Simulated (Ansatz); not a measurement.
Geometry optimisation, Ansatz, UKS PBE/def2-SVP.

Input file:

```yaml
crystal:
  periodic: [false, false, false]
  atoms:
    - { symbol: Cl, position_ang: [-0.0108, -2.4735, -0.4758] }
    - { symbol: C, position_ang: [-0.0329, -0.7222, -0.0986] }
    - { symbol: C, position_ang: [-0.1755, -0.0067, 1.0056] }
    - { symbol: Zn, position_ang: [0.0974, 1.9222, 0.4516] }
    - { symbol: B, position_ang: [0.144, 0.5886, -0.9374] }
    - { symbol: H, position_ang: [-0.15345, -1.75668, 0.22299] }
    - { symbol: H, position_ang: [0.3316, 0.8529, -2.0575] }
magnetization:
  spin_polarized: true
basis:
  gaussian: { orbitals: def2-SVP }
hamiltonian:
  xc: pbe
relax:
  f_tol: 0.02
  max_steps: 50
```

Run as:

```bash
$ ansatz run input.yaml --threads 2 --pin off --max-ram 3072MiB --backend cpu --events-out ev --progress --plain --runs-dir out
```

Task: Where does it end, and by what steps?

Result: The forces met the threshold. After 13 steps the energy has fallen by 8.484 eV; Cl1 moved furthest, 1.03 Å. The start is strongly strained (largest force component 23 eV/Å), so its close contacts needn't be bonds. Parted: Cl1–C2, C2–H6. Joined: C3–B5.

```json
{"step": "0", "energy less start (eV)": "0.0000", "largest force component (eV/Å)": "23.389", "accepted": "yes"}
{"step": "1", "energy less start (eV)": "-4.7071", "largest force component (eV/Å)": "10.800", "accepted": "yes"}
{"step": "2", "energy less start (eV)": "-6.8220", "largest force component (eV/Å)": "4.590", "accepted": "yes"}
{"step": "3", "energy less start (eV)": "-7.6407", "largest force component (eV/Å)": "1.902", "accepted": "yes"}
{"step": "4", "energy less start (eV)": "-8.1619", "largest force component (eV/Å)": "1.774", "accepted": "yes"}
{"step": "5", "energy less start (eV)": "-8.4060", "largest force component (eV/Å)": "0.942", "accepted": "yes"}
{"step": "6", "energy less start (eV)": "-8.4638", "largest force component (eV/Å)": "0.272", "accepted": "yes"}
{"step": "7", "energy less start (eV)": "-8.4768", "largest force component (eV/Å)": "0.345", "accepted": "yes"}
{"step": "8", "energy less start (eV)": "-8.4822", "largest force component (eV/Å)": "0.298", "accepted": "yes"}
{"step": "9", "energy less start (eV)": "-8.4803", "largest force component (eV/Å)": "0.382", "accepted": "no"}
{"step": "10", "energy less start (eV)": "-8.4839", "largest force component (eV/Å)": "0.038", "accepted": "yes"}
{"step": "11", "energy less start (eV)": "-8.4843", "largest force component (eV/Å)": "0.022", "accepted": "yes"}
{"step": "12", "energy less start (eV)": "-8.4844", "largest force component (eV/Å)": "0.045", "accepted": "yes"}
{"step": "13", "energy less start (eV)": "-8.4845", "largest force component (eV/Å)": "0.019", "accepted": "yes"}
```

```xyz
7
Properties=species:S:1:pos:R:3
Cl -0.115 -3.480 -0.281
C -0.009 -0.574 -0.058
C -0.079 0.332 0.911
Zn 0.052 2.413 0.531
B 0.133 0.650 -0.848
H -0.059 -2.063 -0.199
H 0.277 1.127 -1.945
```

Whether the end is a true minimum wasn't checked by a vibrational analysis.

The run took 49 s on 2 threads of Arm Neoverse V2, with other jobs on the host, peak memory 0.2 GiB.
